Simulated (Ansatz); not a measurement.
One change: `CS[CH2][GaH2]` becomes `CSCN`.

Ansatz, PBE0-D4/def2-TZVP geometries, multiplicity 1. Each molecule was computed in one conformer, which needn't be the lowest. `CS[CH2][GaH2]` holds a close contact that its SMILES doesn't draw: Ga···S 2.54 Å.

Scalar relativity is left out up to krypton.

```csv
property,`CS[CH2][GaH2]`
HOMO energy (ωB97M-V/def2-TZVPP) / eV,-8.66
LUMO energy (PBE0/def2-TZVPP) / eV,-0.37
HOMO energy (PBE/def2-TZVPP) / eV,-5.46
HOMO energy (PBE0/def2-TZVPP) / eV,-6.54
HOMO–LUMO gap (PBE/def2-TZVPP) / eV,4.33
LUMO energy (B3LYP/def2-TZVPP) / eV,-0.62
```

Question: Give the same properties after the change, and the shifts. (Estimate.)

Answer: The calculation gave: 
```csv
property,`CSCN`,shift
HOMO energy (ωB97M-V/def2-TZVPP) / eV,-8.56,0.10
LUMO energy (PBE0/def2-TZVPP) / eV,0.86,1.23
HOMO energy (PBE/def2-TZVPP) / eV,-5.06,0.40
HOMO energy (PBE0/def2-TZVPP) / eV,-6.31,0.23
HOMO–LUMO gap (PBE/def2-TZVPP) / eV,5.05,0.72
LUMO energy (B3LYP/def2-TZVPP) / eV,0.52,1.14
```

With PBE0 the HOMO rises by 0.23 eV and the LUMO rises by 1.23 eV, so the gap widens by about 1.00 eV. PBE moves the HOMO by 0.40 eV and ωB97M-V by 0.10 eV.

Positive LUMOs are unbound, so they and the gaps depend on the basis.

B3LYP here is the variant with VWN-RPA as its local correlation; programs differ in this.
